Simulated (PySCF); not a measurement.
C2H7BrGe. Atoms are numbered in the order given.

```xyz
11

Ge     0.7776     0.3284     0.0000
C      1.5066    -0.4759     1.6314
C      1.5066    -0.4759    -1.6314
Br    -1.5368    -0.0823     0.0000
H      0.9328     1.8748     0.0000
H      2.5984    -0.2901     1.6856
H      1.0214    -0.0379     2.5242
H      1.3255    -1.5679     1.6244
H      1.0214    -0.0379    -2.5242
H      2.5984    -0.2901    -1.6856
H      1.3255    -1.5679    -1.6244
```
Charge 0, spin multiplicity 1.

The structure is a stationary point at PBE-D3(BJ)/def2-SVP.

Calculation: ωB97X/def2-TZVP in PySCF.

Symmetry labels are those of the subgroup Cs that the program uses (full group Cs).

Computed valence orbital energies around the gap with their symmetry:
| orbital | symmetry | energy (eV) |
|---|---|---|
| HOMO−7 | A' | -14.48 |
| HOMO−6 | A" | -14.11 |
| HOMO−5 | A" | -14.04 |
| HOMO−4 | A' | -12.00 |
| HOMO−3 | A" | -11.69 |
| HOMO−2 | A' | -11.59 |
| HOMO−1 | A' | -10.25 |
| HOMO | A" | -10.22 |
| LUMO | A' | 2.03 |
| LUMO+1 | A' | 2.89 |
| LUMO+2 | A" | 3.16 |
| LUMO+3 | A' | 3.53 |
